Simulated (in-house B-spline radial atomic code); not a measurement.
A run on an ion of nuclear charge 27 with 27.7 electrons that did not converge. Method: scalar-relativistic (X2C) SCAN, spin-polarised, spherical fractional occupations, Fermi nucleus of rms radius 3.7875 fm; computed with an all-electron radial atomic-structure program (B-spline basis).

Command:
```bash
python run_scf.py task.json out
```
Settings (nuclear radius in fm, mass in u):
```
Z                27
configuration    [Ar] 3d7.7 4s2
hamiltonian      x2c
method           scan,scan
spin_polarised   True
nucleus          fermi
rms_radius       3.7875
atomic_mass      58.93319
speed_of_light   137.035999084
```

First and last ten iterations of the last attempt (damped for 15 steps, keeping 80 % of the old Fock matrix, then DIIS):
```
 iter        energy (Eh)    residual
    1       -1393.395049    5.97e-02
    2       -1393.398929    1.67e-03
    3       -1390.903024    1.31e-01
    4       -1392.965886    8.86e-02
    5       -1393.307715    3.44e-02
    6       -1393.383117    1.37e-02
    7       -1393.394455    8.71e-03
    8       -1393.396699    5.94e-03
    9       -1393.397671    4.33e-03
   10       -1393.398220    3.18e-03
  111       -1387.782680    3.80e-01
  112       -1387.557589    3.89e-01
  113       -1385.986189    4.52e-01
  114       -1387.773174    3.76e-01
  115       -1388.660778    3.50e-01
  116       -1090.314317    1.02e+00
  117       -1090.721575    1.00e+00
  118       -1024.657900    1.16e+00
  119       -1024.803095    1.16e+00
  120       -1024.636162    1.17e+00
 not converged after 120 iterations
```

The smallest residual met was 6.8e-04; the threshold is about 3e-07. No energy from this run should be used. The likely cause: this method binds the added charge weakly or not at all at the basis-set limit, so charge moves back and forth between the atom and the box. Run time, properties included: 3 s on 1 thread of Arm Neoverse V2, with other jobs on the host.
